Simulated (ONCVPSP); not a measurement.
# Transferability test, ONCV potential for Li (Z = 3)

| Quantity | Value |
| --- | --- |
| Element | Li (Z = 3) |
| Generator | ONCVPSP 4.0.1 |
| Type | optimised norm-conserving Vanderbilt (ONCV) |
| Functional | BLYP |
| Relativity | scalar-relativistic |
| Frozen core | none |
| Valence charge | 3 |
| Reference configuration | 1s2 2s1 |
| Partial waves | 1s+2s: rc 0.95 bohr, ncon 4, nbas 8, qcut 11.7 1/bohr, 2 projectors; p scattering state at 0.16 Ha: rc 0.90 bohr, ncon 4, nbas 8, qcut 10 1/bohr, 2 projectors, debl 3.4 Ha |
| Local potential | polynomial inside 0.70 bohr (lpopt 1, dvloc0 3 Ha) |
| Core correction | none |

Energies are relative to the spin-unpolarised reference configuration 1s2 2s1; without spin polarisation the order of configurations can differ from experiment.

```
valence configuration  charge  ΔE all-electron (eV)  error AE − PS (meV)
          1s2 2s0 2p1       0                 1.798                 +0.3
              1s1 2s1      +1                68.705                 +514
```

**Question.** What are ΔE and the potential's error for 1s2 2s0?

**Answer.** ΔE = 5.322 eV all-electron; the error (AE − PS) is +0.3 meV.

**Question.** What are ΔE and the potential's error for 1s2 2s0.5?

**Answer.** ΔE = 2.009 eV all-electron; the error (AE − PS) is 0.0 meV.
